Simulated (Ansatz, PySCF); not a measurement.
CH₈Si₂, SMILES [SiH3]C[SiH3].

Coordinates come from a PBE-D3(BJ)/def2-SVP optimisation.

Vertical ionisation energy (IE) and electron affinity (EA) in eV. Rows of orbital energies are one-electron estimates. Where ΔSCF, EOM or ADC give a negative EA the extra electron is unbound and the value depends on the basis.

```
level                                                                        IE     EA
------------------------------------------------------------------------  -----  -----
−ε(HOMO), −ε(LUMO), B3LYP/def2-TZVPD (PySCF)                               8.56   0.31
−ε(HOMO), −ε(LUMO), PBE/def2-TZVPD (PySCF)                                 7.54   0.82
ΔSCF, CAM-B3LYP/def2-SVPD (Ansatz), final states of multiplicity 2 and 2  10.91  -1.54
ΔSCF, PBE/def2-SVPD (Ansatz), final states of multiplicity 2 and 2        10.43  -1.21
```

What vertical singlet–triplet gap does ΔSCF give with CAM-B3LYP/def2-SVPD (Ansatz, a program for electronic structure) and with PBE/def2-SVPD (Ansatz)? (An estimate is asked for; the answer gives what the named calculation found.)

7.69 and 6.92 eV (triplet above singlet where positive).
